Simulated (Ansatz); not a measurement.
C4H4S, charge +1, doublet, geometry from GFN2-xTB (a state made from the parent by changing its charge; the spin is typed, not shown lowest); Ansatz (a quantum-chemistry and plane-wave program) with PBE0/3-21G.

The Ansatz input:
Ansatz 0.2 input:
```yaml
crystal:
  periodic: [false, false, false]
  atoms:
    - {symbol: C, position_ang: [0.37039915, -1.39127135, 0.16036879]}
    - {symbol: C, position_ang: [-1.00449536, -1.07042410, 0.21337201]}
    - {symbol: C, position_ang: [-1.23056850, 0.25389779, 0.05189233]}
    - {symbol: S, position_ang: [0.31347517, 1.15604855, -0.17660943]}
    - {symbol: C, position_ang: [1.18258787, -0.26149596, -0.04752700]}
    - {symbol: H, position_ang: [0.76403015, -2.39001543, 0.26657781]}
    - {symbol: H, position_ang: [-1.77984531, -1.80235036, 0.36544614]}
    - {symbol: H, position_ang: [-2.16405704, 0.78729060, 0.04564330]}
    - {symbol: H, position_ang: [2.25673051, -0.27593986, -0.12055323]}
basis:
  gaussian:
    orbitals: 3-21G.json
hamiltonian:
  xc: pbe0
total_charge: 1
magnetization: {spin_polarized: true, initial_magnetization: 1}
scf: {lower_state_search: full}
```
The basis file holds 3-21G in the JSON format of the Basis Set Exchange.

What the program printed (banner, timings and long lists left out):

```
Functional definition: PBE0
737 factors; integrals over basis functions are off by at most 1.0e-3 eV
mean field evaluation 1: about -14944.4062 eV, gradient 4.0e1 eV
mean field evaluation 2: about -14944.5448 eV, gradient 4.0e1 eV
mean field evaluation 4: about -14952.5188 eV, gradient 7.7e0 eV
mean field evaluation 8: about -14952.9657 eV, gradient 5.0e-1 eV
mean field evaluation 16: about -14952.9903 eV, gradient 2.3e-2 eV
mean field evaluation 32: about -14952.1169 eV, gradient 6.9e0 eV
mean field evaluation 64: about -14952.9903 eV, gradient 3.1e-4 eV
mean field evaluation 96: about -14951.7739 eV, gradient 1.4e1 eV
mean field evaluation 128: about -14952.8787 eV, gradient 6.9e-1 eV
mean field evaluation 160: about -14952.9903 eV, gradient 2.0e-2 eV
mean field evaluation 192: about -14952.9903 eV, gradient 1.4e-4 eV
mean field -14952.99034271 eV, -549.5122595938 hartree, gradient 2.5e-5 eV, S^2 0.767626; 9 other end points of the search recorded, 0 dependent functions left out
reference -14952.99035812 eV, -549.5122601601 hartree; 22, 21 occupied and 35, 36 virtual orbitals, 737 factors
Total energy: -14952.99035812 eV, -549.5122601601 hartree
```
